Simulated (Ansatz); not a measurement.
Basis sets compared for GeEt(OEt)3 (C8H20GeO3). The state is a singlet with charge 0. Geometry PBE-D4/def2-SVP. Ansatz on 4 threads of Arm Neoverse V2 on a shared host; times are rough, and most runs start from earlier orbitals.

```xyz
32

Ge   -0.079    0.634    0.639
C    -0.840    2.267    1.389
C    -0.512    2.413    2.880
H    -1.935    2.225    1.213
H    -0.446    3.116    0.793
H    -0.946    3.345    3.299
H    -0.914    1.560    3.462
H     0.583    2.444    3.049
O     1.678    0.485    0.943
C     2.637    0.391   -0.111
C     2.794   -1.030   -0.636
H     2.377    1.071   -0.954
H     3.601    0.750    0.315
H     3.604   -1.081   -1.393
H     3.046   -1.729    0.187
H     1.855   -1.371   -1.118
O    -0.209    0.470   -1.156
C    -1.480    0.575   -1.792
C    -1.306    0.311   -3.279
H    -2.203   -0.158   -1.357
H    -1.921    1.591   -1.637
H    -2.273    0.403   -3.813
H    -0.590    1.035   -3.720
H    -0.907   -0.710   -3.449
O    -0.915   -0.708    1.487
C    -0.438   -2.049    1.398
C    -0.936   -2.762    0.146
H     0.676   -2.074    1.438
H    -0.803   -2.576    2.308
H    -0.611   -3.824    0.140
H    -2.044   -2.738    0.099
H    -0.542   -2.276   -0.770
```

The 6-31G sets use Cartesian d functions.

Binding counts from free atoms (Ge triplet, C triplet, H doublet, O triplet) in the same basis, without a counterpoise term.

| level | functions | energy (Eh) | HOMO (eV) | LUMO (eV) | binding per atom (eV) | wall time |
| --- | --- | --- | --- | --- | --- | --- |
| HF/STO-3G | 93 | -2584.2826 | -8.13 | 10.16 | 3.67 | 1.1 s |
| HF/6-31G | 168 | -2614.0539 | -11.11 | 4.63 | 2.84 | 3.8 s |
| PBE-D4/def2-SVP | 286 | -2617.9936 | -5.97 | -0.04 | 4.19 | 7.5 s |
| PBE0-D4/def2-SVP | 286 | -2618.1085 | -7.53 | 1.00 | 4.12 | 16 s |

(1) Estimate the rows for PBE-D4/def2-TZVP, PBE0-D4/def2-TZVP.

## Answers

(1) 
```tsv
level	functions	energy (Eh)	HOMO (eV)	LUMO (eV)	binding per atom (eV)	wall time
PBE-D4/def2-TZVP	509	-2618.8712	-6.10	-0.36	4.15	15 s
PBE0-D4/def2-TZVP	509	-2618.9759	-7.60	0.62	4.08	39 s
```
